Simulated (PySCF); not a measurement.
# Basis-set dependence of population analyses: `C#C[C@H](F)CCF`

Species: C5H6F2.
Geometry (PBE0-D3(BJ)/def2-SVP, Å), atoms numbered from 1 in this order:
```
atom  x, y, z in Å
C1     2.935   -0.742    0.015
C2     1.872   -0.209    0.240
C3     0.582    0.433    0.478
F4     0.411    0.669    1.829
C5    -0.588   -0.402   -0.021
C6    -1.906    0.309    0.169
F7    -1.910    1.482   -0.550
H8     3.883   -1.212   -0.175
H9     0.565    1.413   -0.030
H10   -0.600   -1.359    0.526
H11   -0.434   -0.631   -1.086
H12   -2.742   -0.320   -0.181
H13   -2.064    0.552    1.232
```

PBE0 throughout (PySCF), one geometry, spherical d and f functions. One conformer (not necessarily the lowest) at the PBE0-D3(BJ)/def2-SVP geometry, without solvent, vibrations or thermal averaging. The first 7 of 13 kinds of atom are listed.

Mulliken charges (e):

```
        basis  functions      C1      C2      C3      F4      C5      C6      F7
       STO-3G         41  -0.132  -0.052  +0.034  -0.104  -0.160  -0.040  -0.116
        6-31G         75  -0.469  +0.160  +0.106  -0.336  -0.390  +0.020  -0.350
     pcSseg-0         75  -0.299  -0.084  +0.165  -0.373  -0.587  -0.007  -0.393
       6-31G*        110  -0.520  +0.282  +0.126  -0.345  -0.420  +0.039  -0.346
      cc-pVDZ        128  -0.418  +0.402  +0.108  -0.232  -0.112  +0.210  -0.249
     def2-SVP        128  -0.433  +0.280  +0.254  -0.265  -0.160  +0.274  -0.286
  aug-cc-pVDZ        215  +0.984  -0.385  +0.807  -0.550  +0.288  +1.022  -0.469
6-311+G(2d,p)        225  -0.533  +0.649  -0.268  -0.233  -0.126  -0.219  -0.260
    def2-TZVP        253  -0.065  -0.027  -0.061  -0.214  -0.182   0.000  -0.234
      cc-pVTZ        294  -0.203  -0.032  +0.193  -0.219  -0.203  +0.104  -0.232
     IGLO-III        305  -0.159  -0.030  +0.106  -0.251  -0.222  +0.004  -0.273
```

IAO charges (e):

| basis | functions | C1 | C2 | C3 | F4 | C5 | C6 | F7 |
| --- | --- | --- | --- | --- | --- | --- | --- | --- |
| STO-3G | 41 | -0.156 | -0.059 | +0.018 | -0.129 | -0.286 | -0.095 | -0.143 |
| 6-31G | 75 | -0.205 | -0.047 | +0.137 | -0.303 | -0.293 | +0.003 | -0.310 |
| pcSseg-0 | 75 | -0.193 | -0.049 | +0.131 | -0.294 | -0.302 | +0.007 | -0.301 |
| 6-31G* | 110 | -0.204 | -0.050 | +0.170 | -0.311 | -0.282 | +0.043 | -0.318 |
| cc-pVDZ | 128 | -0.212 | -0.047 | +0.168 | -0.313 | -0.281 | +0.042 | -0.320 |
| def2-SVP | 128 | -0.204 | -0.044 | +0.168 | -0.315 | -0.276 | +0.048 | -0.322 |
| aug-cc-pVDZ | 215 | -0.219 | -0.043 | +0.169 | -0.327 | -0.283 | +0.040 | -0.336 |
| 6-311+G(2d,p) | 225 | -0.219 | -0.043 | +0.167 | -0.328 | -0.285 | +0.039 | -0.336 |
| def2-TZVP | 253 | -0.219 | -0.044 | +0.172 | -0.327 | -0.286 | +0.043 | -0.335 |
| cc-pVTZ | 294 | -0.220 | -0.044 | +0.172 | -0.324 | -0.287 | +0.042 | -0.333 |
| IGLO-III | 305 | -0.220 | -0.043 | +0.169 | -0.328 | -0.286 | +0.040 | -0.337 |

Hirshfeld charges (e):

| basis | functions | C1 | C2 | C3 | F4 | C5 | C6 | F7 |
| --- | --- | --- | --- | --- | --- | --- | --- | --- |
| STO-3G | 41 | -0.093 | -0.076 | +0.119 | -0.077 | -0.024 | +0.064 | -0.086 |
| 6-31G | 75 | -0.102 | -0.055 | +0.095 | -0.125 | -0.063 | +0.040 | -0.134 |
| pcSseg-0 | 75 | -0.095 | -0.053 | +0.093 | -0.116 | -0.066 | +0.039 | -0.125 |
| 6-31G* | 110 | -0.106 | -0.055 | +0.089 | -0.113 | -0.064 | +0.036 | -0.122 |
| cc-pVDZ | 128 | -0.103 | -0.052 | +0.078 | -0.098 | -0.077 | +0.025 | -0.107 |
| def2-SVP | 128 | -0.100 | -0.049 | +0.080 | -0.105 | -0.078 | +0.027 | -0.114 |
| aug-cc-pVDZ | 215 | -0.097 | -0.050 | +0.068 | -0.107 | -0.089 | +0.018 | -0.116 |
| 6-311+G(2d,p) | 225 | -0.097 | -0.054 | +0.069 | -0.110 | -0.084 | +0.023 | -0.121 |
| def2-TZVP | 253 | -0.099 | -0.051 | +0.070 | -0.106 | -0.084 | +0.021 | -0.116 |
| cc-pVTZ | 294 | -0.101 | -0.050 | +0.071 | -0.103 | -0.084 | +0.020 | -0.112 |
| IGLO-III | 305 | -0.098 | -0.051 | +0.068 | -0.106 | -0.088 | +0.018 | -0.116 |

Which scheme is steadiest as the basis changes?

Largest range over the bases for any column: Hirshfeld 0.06 e, IAO 0.20 e, Mulliken 1.52 e. Hirshfeld charges move least and Mulliken charges most, counted in e. Without the minimal STO-3G basis the ranges are Hirshfeld 0.03, IAO 0.04, Mulliken 1.52 e.

How much do the charges still move between the two largest bases, cc-pVTZ and IGLO-III?

At most, over all atoms: Mulliken 0.100 e, IAO 0.004 e, Hirshfeld 0.004 e.

What do the same runs give for the total energy, the frontier levels and the dipole moment?

```
        basis  energy (Eh)  HOMO (eV)  LUMO (eV)  μ (D)
       STO-3G    -388.0897      -5.24       4.38   1.10
        6-31G    -393.2202      -7.98       0.64   2.33
     pcSseg-0    -392.4237      -8.29       0.39   2.36
       6-31G*    -393.3024      -7.79       0.73   1.92
      cc-pVDZ    -393.3359      -7.95       0.48   1.92
     def2-SVP    -393.0220      -8.06       0.39   2.00
  aug-cc-pVDZ    -393.3685      -8.14      -0.20   2.06
6-311+G(2d,p)    -393.4408      -8.16      -0.11   2.12
    def2-TZVP    -393.4771      -8.12       0.11   2.03
      cc-pVTZ    -393.4605      -8.09       0.21   1.98
     IGLO-III    -393.4849      -8.15      -0.02   2.07
```

The dipole is fixed by the density alone, so its range of 1.26 D shows that the density itself changes with the basis, not only its division among atoms.
